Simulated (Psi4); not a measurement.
F3Se (SMILES F[Se+](F)F), charge +1, singlet, geometry from GFN2-xTB. Base run: PBE/pcseg-1 (Psi4).

Geometry (Å):
```xyz
4

Se    -0.0585     0.1371     0.3608
F     -1.1155    -0.9279    -0.3603
F      0.0351     1.1447    -0.9611
F      1.3015    -0.7346    -0.0418
```
Charge +1, spin multiplicity 1.
All else is at Psi4's defaults (density fitting).

Variants of this job, named by their change:

```tsv
change	basis functions	E (Eh)
base	69	-2699.71700
basis = cc-pVTZ-DK; relativity = none (with scf_type pk)	133	-2682.00412
basis = cc-pVDZ-DK; relativity = none (with scf_type pk)	69	-2683.37217
basis = cc-pVTZ-DK; relativity = spin-free X2C (with scf_type pk)	133	-2728.84235
basis = cc-pVDZ-DK; relativity = spin-free X2C (with scf_type pk)	69	-2728.59599
```

Absolute energies of different levels of theory aren't comparable as measures of quality.

Basis sets contracted for a relativistic Hamiltonian are a mismatch without it, so the rows without relativity aren't non-relativistic limits. No row has spin-orbit coupling; sets with core potentials leave out the core electrons.
